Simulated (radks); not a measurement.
Q: Excited configurations of Dy34+: one electron is placed in a higher orbital outside [Ar] 3d10 4s2 4p1. The ground configuration is [Ar] 3d10 4s2 4p2. All-electron calculation, Dirac Kohn-Sham, BLYP, spin-unpolarised, spherical densities, point nucleus; open shells are shared between the two j in proportion to 2j + 1. Program: a radial shooting solver on a logarithmic mesh with Libxc functionals. Excitation = E - E(ground); binding = E(ion) - E, where the ion is the core of charge +35; n* = 35/sqrt(2 binding) in atomic units. These energies are relativistic, and a one-electron ion of charge +35 with no core already has n* below n in this formula (Dirac formula, point nucleus, mean over j: 4d 3.993, 4f 3.997, 5s 4.972, 5p 4.983, 5d 4.992, 6s 5.971, 6d 5.991, 7s 6.970, 7p 6.982, 7f 6.994). The quantum defect is therefore taken as that value minus n*, so that it holds no relativistic shift of the bare ion. Eigenvalue and <r> are those of j = l + 1/2.

| outer orbital | excitation (eV) | binding (eV) | n* | quantum defect | eigenvalue (eV) | <r> (bohr) |
|---|---|---|---|---|---|---|
| 4d | 150.67 | 1288.5 | 3.597 | 0.396 | -1259.9 | 0.4814 |
| 5s | 533.98 | 905.18 | 4.291 | 0.681 | -891.30 | 0.7954 |
| 5p | 586.83 | 852.33 | 4.422 | 0.561 | -830.79 | 0.8259 |
| 5d | 656.92 | 782.25 | 4.616 | 0.376 | -766.82 | 0.8377 |
| 6s | 844.23 | 594.93 | 5.293 | 0.678 | -586.82 | 1.206 |
| 6d | 911.28 | 527.89 | 5.619 | 0.372 | -518.96 | 1.277 |
| 7s | 1019.1 | 420.08 | 6.299 | 0.672 | -414.58 | 1.707 |
| 7p | 1036.2 | 402.93 | 6.432 | 0.550 | -394.98 | 1.773 |
| 7f | 1080.2 | 358.96 | 6.814 | 0.180 | -353.44 | 1.825 |

Estimate the row for 4f.

A: excitation (eV) 298.71; binding (eV) 1140.5; n* 3.823; quantum defect 0.174; eigenvalue (eV) -1113.3; <r> (bohr) 0.4519. The Delta-SCF ionisation energy is 1439.2 eV (NIST Atomic Spectra Database: 1468 eV, theoretical). Self-interaction in the functional shifts the binding energies and quantum defects, so they are the method's values and not measured ones. Spin polarisation and multiplet splitting are left out, so open shells lie too high by an amount that depends on their filling. Sharing an open shell by 2j + 1 raises it above the true ground level by a part of the spin-orbit splitting, which enters the differences from NIST.

Beside tabulated values, note that spin-unpolarised runs miss the spin-polarisation part of the exchange energy of open shells.
